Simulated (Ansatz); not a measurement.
`CB1O[SiH2]1` + `NB1C=N1` → `NB1O[SiH2]1` + `CB1C=N1`  (redistribution)

Calculated with Ansatz (gas phase, PBE0-D4/def2-TZVP geometries, no zero-point term in ΔE). CCSD(T)/CBS is the MP2 limit (def2-TZVPP, def2-QZVPP) plus CCSD(T) − MP2 in def2-TZVPP, frozen cores. Functionals use def2-TZVPP. B3LYP here is the variant with VWN-RPA as its local correlation; programs differ in this. One conformer a species, not always the lowest.

```tsv
level	ΔE (kcal/mol)	difference from CCSD(T)/CBS
LDA (SPW92)	-1.5	1.0
PBE-D4	-1.7	0.8
revPBE-D4	-1.7	0.8
B97M-V	-2.7	-0.2
B3LYP-D4	-2.4	0.1
BHLYP-D4	-3.3	-0.8
ωB97X-V	-3.0	-0.5
revPBE	-1.8	0.7
CCSD/def2-SVP	-1.4	1.1
SCS-MP2/def2-QZVPP	-2.9	-0.4
CCSD(T)/CBS	-2.5	0
```

Largest T1 diagnostic among the species: 0.015.

From PBE to PBE0 (25 % exact exchange), in def2-TZVPP and without D4, ΔE moves by −0.8 kcal/mol. In def2-TZVPP, CCSD(T) changes the Hartree–Fock value by +2.0 kcal/mol (the triples alone add +0.3 kcal/mol) and MP2 by +1.6 kcal/mol.
